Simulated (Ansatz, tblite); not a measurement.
Adding an electron: Te4Pb2⁺. Charge 1, multiplicity 2. Geometry: PBE-D4/def2-SVP. Ansatz, gas phase; energy differences of separate SCF runs; the reduced species is a singlet (the triplet lies 1.10 eV higher at PBE0-D4/def2-TZVP).

```
atom    x (Å)    y (Å)    z (Å)
 Pb1   0.9036  -1.1548   1.8163
 Pb2  -2.1686   0.6263  -0.5948
 Te3   0.4717   1.9989  -1.1129
 Te4  -0.3089   1.7628   1.5289
 Te5  -0.6866  -2.1787  -0.5676
 Te6   1.7888  -1.0545  -1.0700
```

In the def2 sets Pb, Te take a core potential; there is no spin–orbit coupling. The xTB rows come from tblite. The structure comes from a short search, and lower isomers may exist.

```
              level  −HOMO (eV)  −LUMO (eV)  vertical EA (eV)  HOMO–LUMO gap (eV)
           GFN1-xTB           –           –              9.88                   –
           GFN2-xTB           –           –             10.32                   –
   PBE-D4/def2-TZVP        8.46        8.01              6.04                0.45
r2SCAN-D4/def2-TZVP        8.72        7.89              6.04                0.82
  PBE0-D4/def2-TZVP        9.31        7.40              6.09                1.92
```

  HOMO and LUMO are the levels of the spin that leaves or enters (xTB has no such levels and no spin-polarisation term). Other spin states of the ions may lie lower, which would lower the ionisation energy or raise the affinity. Raw xTB energy differences between charge states are shifted by several eV; the methods need an empirical correction for them.
